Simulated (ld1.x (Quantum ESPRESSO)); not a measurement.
**LDA (PZ) TM dataset for K, scalar-relativistic all-electron reference.**

* Element: potassium (K)
* Generator: ld1.x (Quantum ESPRESSO) 7.5
* Type: norm-conserving Troullier–Martins (Kleinman–Bylander form)
* Functional: LDA (PZ)
* Relativity: scalar-relativistic
* Frozen core: [Ar]
* Valence charge: 1
* Reference configuration: 4s1 4p0
* Partial waves: 4p (bound, empty): rc 3.10 bohr; 3d channel at 0.45 Ry: rc 2.90 bohr; 4s (bound): rc 3.50 bohr
* Local potential: the s channel
* Core correction: none

All-electron outer shells of the reference configuration (LDA (PZ), scalar-relativistic, ld1.x):

```json
{"shell": "3s", "level (eV)": "-35.18", "outermost node (bohr)": "0.48", "outermost maximum (bohr)": "1.07"}
{"shell": "3p", "level (eV)": "-18.83", "outermost node (bohr)": "0.45", "outermost maximum (bohr)": "1.15"}
{"shell": "4s", "level (eV)": "-2.43", "outermost node (bohr)": "1.59", "outermost maximum (bohr)": "4.03"}
{"shell": "4p", "level (eV)": "-0.84", "outermost node (bohr)": "1.88", "outermost maximum (bohr)": "5.71"}
```

Does the generator finish with these settings?

Yes, a potential is produced and its reference levels are reproduced.

Estimate the cutoffs (Ry, on a coarse ladder) from which the occupation-weighted sum of valence levels, in a spherical-Bessel basis at the reference potential, stays within 10 and 1 mRy of its value at 400 Ry.

6 Ry and 6 Ry.

What does a ghost test show?

Ghost state, extra bound levels that the all-electron valence spectrum of the same l lacks: p at -52.7 eV. A true bound ghost makes a file unfit for plane-wave use.

Tests: 4s0.5 4p0; 4s0 4p1. Which has the largest error in its energy relative to the reference configuration, and how large is it?

4s0 4p1, with +60 meV (all-electron minus pseudo) on +1.63 eV.
